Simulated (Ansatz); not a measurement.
The cluster Hg2S3. Charge 0, multiplicity 1. Geometry r2SCAN-D4/def2-SVP, basis def2-TZVP, Ansatz.

```xyz
5

Hg    1.1301    0.7159   -0.8571
Hg   -1.3448    0.3864    0.7512
S    -0.4840    2.4708   -0.2383
S     0.8953   -1.7647   -0.7098
S    -0.1967   -1.8084    1.0540
```

```tsv
run	HOMO (eV)	LUMO (eV)
A	-6.30	-3.61
B	-5.46	-4.29
C	-8.18	-1.85
D	-5.61	-4.26
```

In the def2 sets Hg takes a core potential; there is no spin–orbit coupling. The structure comes from a short search, and lower isomers may exist.

Task: The runs used PBE, PBE0, r2SCAN, ωB97M-V. Estimate which is which.

Result: A PBE0 (25 % exact exchange); B PBE (0 % exact exchange); C ωB97M-V (range-separated); D r2SCAN (0 % exact exchange). Exact exchange lowers occupied and raises empty levels; among semilocal functionals meta-GGAs tend to open the gap a little, and such runs are hard to tell apart. The gap grows from 1.17 eV (PBE) to 6.33 eV (ωB97M-V).
